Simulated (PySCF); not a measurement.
H₂ISi (SMILES [SiH2]I), doublet, at a GFN2-xTB geometry (core potentials on I).

Here is a job for PySCF.
```python
from pyscf import gto, scf

mol = gto.M(
    atom='''
Si   -1.843600    0.036325    0.385434
I     0.577750   -0.012027   -0.095511
H    -2.374653    1.284486   -0.135935
H    -2.435721   -1.155592   -0.198069
''',
    basis='def2-sv(p)',
    ecp={'I': 'def2-sv(p)'},
    charge=0,
    spin=1,
    verbose=4,
    symmetry=True,
)

mf = scf.UHF(mol)
mf.kernel()
mf.analyze()
```

Q: What is the computed number of basis functions (PySCF with HF/def2-SV(P))?

A: 48

Q: What dipole moment does HF/def2-SV(P) give?

A: 1.82 D

Q: What HOMO energy does HF/def2-SV(P) give?

A: -9.07 eV

Q: Estimate the <S^2> that HF/def2-SV(P) returns for this input.

A: 0.754

Q: What nuclear repulsion energy does HF/def2-SV(P) give?

A: 93.6289 Eh

Q: What is the computed total energy (HF/def2-SV(P))?

A: -15963.4924 eV

These values belong to the state on which the SCF converged, which isn't shown to be the lowest.
